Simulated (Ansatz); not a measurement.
cis-Hf(H2O)2Cl4 (HfCl4O2H4). Charge 0, multiplicity 1. Geometry PBE0-D4/def2-SVP; atoms count from 1.

```xyz
11

Cl    2.383   -1.709    0.521
Cl    2.302    1.882   -0.163
Cl    0.005    0.438    2.289
Cl    0.384   -0.423   -2.259
Hf    0.855    0.032    0.065
O    -0.928    1.454   -0.354
O    -0.861   -1.520    0.218
H    -1.017    1.826   -1.242
H    -1.143    2.129    0.302
H    -1.055   -1.904    1.083
H    -0.925   -2.205   -0.461
```

In the def2 sets Hf takes a core potential; there is no spin–orbit coupling. No other spin state of charge 0 was run.

Estimate the Mulliken populations from the PBE0/def2-TZVP orbitals of Ansatz.


```json
{"atom": "Cl1", "charge (e)": "-0.34", "d electrons": "–"}
{"atom": "Cl2", "charge (e)": "-0.34", "d electrons": "–"}
{"atom": "Cl3", "charge (e)": "-0.43", "d electrons": "–"}
{"atom": "Cl4", "charge (e)": "-0.43", "d electrons": "–"}
{"atom": "Hf5", "charge (e)": "1.20", "d electrons": "1.76"}
{"atom": "O6", "charge (e)": "-0.58", "d electrons": "–"}
{"atom": "O7", "charge (e)": "-0.58", "d electrons": "–"}
{"atom": "H8", "charge (e)": "0.38", "d electrons": "–"}
{"atom": "H9", "charge (e)": "0.38", "d electrons": "–"}
{"atom": "H10", "charge (e)": "0.38", "d electrons": "–"}
{"atom": "H11", "charge (e)": "0.38", "d electrons": "–"}
```
Mulliken values and Mayer orders depend strongly on the basis.

And the Mayer bond orders between bonded heavy atoms (over 0.3)?

Cl1–Hf5 1.12 (2.36 Å); Cl2–Hf5 1.12 (2.36 Å); Cl3–Hf5 0.94 (2.41 Å); Cl4–Hf5 0.93 (2.42 Å); Hf5–O6 0.31 (2.32 Å); Hf5–O7 0.31 (2.32 Å).
